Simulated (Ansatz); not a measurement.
Geometry optimisation, Ansatz 0.2.0, RKS r2SCAN-D4/def2-SVP.

input.yaml

```yaml
crystal:
  periodic: [false, false, false]
  atoms:
    - { symbol: W, position_ang: [0.0, 0.0, 0.0] }
    - { symbol: F, position_ang: [0.0, 0.0, 2.2] }
    - { symbol: H, position_ang: [1.72, 0.0, 0.0] }
    - { symbol: H, position_ang: [0.0, 1.72, 0.0] }
    - { symbol: H, position_ang: [-1.72, 0.0, 0.0] }
    - { symbol: H, position_ang: [0.0, -1.72, 0.0] }
    - { symbol: H, position_ang: [0.0, 0.0, -1.72] }
    - { symbol: H, position_ang: [1.3275, 1.3829, 0.637] }
    - { symbol: H, position_ang: [0.9769, 1.0177, 1.6302] }
basis:
  gaussian: { orbitals: def2-SVP }
hamiltonian:
  xc: r2scan
  dispersion: d4
relax:
  f_tol: 0.15
  max_steps: 25
  restrain:
    - { distance: [0, 7], at: 1.72, k: 30.0 }
    - { distance: [8, 1], at: 0.92, k: 30.0 }
    - { distance: [0, 1], at: 3.05, k: 30.0 }
    - { distance: [8, 7], at: 1.86, k: 30.0 }
```

Run as:

```bash
$ ansatz run input.yaml --threads 2 --pin off --max-ram 3072MiB --backend cpu --events-out ev --progress --plain --runs-dir out
```

Where does it end, and by what steps?

The run converged. The restraints hold the end off the free minimum; the threshold counts their pulls, which the force column leaves out. Restrained pairs: W1–H8 (2.02 → 1.71 Å), F2–H9 (1.52 → 0.93 Å), W1–F2 (2.20 → 3.04 Å), H8–H9 (1.11 → 1.86 Å). After 7 steps the energy has fallen by 5.281 eV (the restraints' own energy left out); H4 moved furthest, 0.66 Å.

| step | energy less start (eV) | largest force component (eV/Å) | accepted |
| --- | --- | --- | --- |
| 0 | 0.0000 | 7.154 | yes |
| 1 | -0.0126 | 2.504 | yes |
| 2 | -1.5316 | 4.609 | yes |
| 3 | -3.0807 | 4.489 | yes |
| 4 | -4.2880 | 4.232 | yes |
| 5 | -5.1311 | 0.925 | yes |
| 6 | -5.2634 | 0.959 | yes |
| 7 | -5.2814 | 0.416 | yes |

```xyz
9
Properties=species:S:1:pos:R:3
W 0.170 0.178 -0.517
F 0.319 0.339 2.517
H 1.483 -0.565 0.213
H -0.589 1.488 0.203
H -1.362 -0.098 0.099
H -0.093 -1.353 0.107
H 0.247 0.247 -2.239
H 1.229 1.255 0.284
H 0.902 0.910 2.080
```

Run time: 26 s on 2 threads of Arm Neoverse V1, with other jobs on the host, peak memory 0.17 GiB.
